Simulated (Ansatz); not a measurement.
Molecule: InF$_{2}$, net charge 1, singlet state. 
Structure (B3LYP-D3(BJ)/def2-TZVP (Ansatz, a program for electronic structure) minimum search):
```xyz
3

In     0.0000     0.0000     0.0000
F      0.0000     0.0000     1.8552
F      0.0000     0.0000    -1.8552
```
Charge +1, spin multiplicity 1.

Basis-set convergence of Hartree-Fock and CCSD correlation energies (hartree) with Ansatz. Valence correlation only, unless marked. Spin-orbit coupling is left out. The frozen core is the preceding noble-gas configuration, with the filled d and f shells of earlier blocks. In def2 rows, elements after Kr have scalar-relativistic effective core potentials.

```
basis        functions       E(HF)  E(corr, CCSD)
-----------  ---------  ----------  -------------
def2-SVPD           78  -387.65552       -0.44541
def2-TZVPPD        136  -387.91041       -0.56016
def2-QZVPPD        220  -387.92144       -0.60433
```

Extrapolating the two largest sets (X = 3 and 4) as X^-3: E(corr) = (64·(-0.60433) - 27·(-0.56016))/37 = -0.6366 Eh, an estimate of the basis-set limit. The largest set recovers 94.9 % of it, the smallest 70.0 %.
